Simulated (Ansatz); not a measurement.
An input meant for Ga₃H₆⁺ (charge 1, singlet).

```yaml
crystal:
  periodic: [false, false, false]
  atoms:
    - {symbol: Ga, position_ang: [-0.702305, 1.087907, -0.759540]}
    - {symbol: Ga, position_ang: [0.338382, -0.056495, 1.325567]}
    - {symbol: Ga, position_ang: [0.170494, -1.073796, -1.484990]}
    - {symbol: H, position_ang: [0.705989, -0.098329, 2.817968]}
    - {symbol: H, position_ang: [0.637615, -2.379337, -2.181777]}
    - {symbol: H, position_ang: [0.804183, 1.204708, 0.244681]}
    - {symbol: H, position_ang: [-1.407111, 2.438808, -0.969214]}
    - {symbol: H, position_ang: [0.711157, -1.329566, 0.281724]}
    - {symbol: H, position_ang: [-1.258393, 0.206100, 0.725591]}
basis:
  gaussian: {orbitals: aug-cc-pVDZ}
total_charge: 1
magnetization: {spin_polarized: true, initial_magnetization: 1}
hamiltonian: {xc: {name: B97M-V}}
scf: {omitted_lower_state_checks: [starts]}
output: {forces: true}
```

```sh
$ ansatz run in.yaml --threads 4 --pin off --events-out ev --progress --plain --max-ram 3916MiB
```

Shortened log:

```
Error: a molecule whose nuclei and cores have a total charge of 99 cannot have a net charge of 1 together with 1 unpaired electrons
```

(1) What is wrong with this run?

## Answers

(1) The number of unpaired electrons doesn't fit the electron count. The input was rejected before any iteration.
